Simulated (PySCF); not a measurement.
Coordinates in bohr (charge 0 multiplicity 1):
```
Se    0.0000    0.0000   -0.4807
O     2.5855    0.0000    1.1991
O    -2.5855    0.0000    1.1991
```

These are results of PBE/[Se def2-TZVP, O def2-TZVP], no relativity, density fitting, PySCF, not measurements.

This geometry of SeO2 is a stationary point at this level.

**Question.** What is the point group?

**Answer.** C2v.

**Question.** Is it a minimum?

**Answer.** Yes: all harmonic wavenumbers are real.

**Question.** Give the atomic charges and bond orders.

**Answer.** 
| atom | Mulliken | Löwdin | polar tensor | Mayer order to Se1 |
| --- | --- | --- | --- | --- |
| Se1 | 0.76 | 0.60 | 0.97 | – |
| O2,3 | -0.38 | -0.30 | -0.49 | 1.83 |

**Question.** Give the ideal-gas entropy at 298.15 K and 1 bar by parts.

**Answer.** translation 167.7, rotation 89.9, vibration 5.8, spin 0.0; total 263.4 J/(mol K).
